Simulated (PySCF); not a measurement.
CH2BrCl3Si, SMILES Cl[Si](Cl)(Cl)CBr (PBE/def2-SVP optimised geometry):

```
8

Cl    -1.374    -1.943    -1.686
Si    -0.696    -0.973     0.000
Cl     1.374    -0.973     0.000
Cl    -1.374     0.973     0.000
C     -1.250    -1.873     1.557
Br    -3.197    -1.963     1.705
H     -0.862    -2.911     1.554
H     -0.865    -1.352     2.455
```

Level of theory: PySCF with PBE/def2-TZVP.

**Question.** What are the frontier orbital energies and the dipole moment?

**Answer.** HOMO-2 -7.96 eV, HOMO-1 -7.10 eV, HOMO -6.97 eV, LUMO -1.96 eV, LUMO+1 -1.40 eV; dipole moment 1.42 D.

Meta-Löwdin charges at PBE/def2-TZVP: Cl1 -0.24, Si2 0.93, Cl3 -0.25, Cl4 -0.24, C5 -0.46, Br6 -0.05, H7 0.16, H8 0.16.
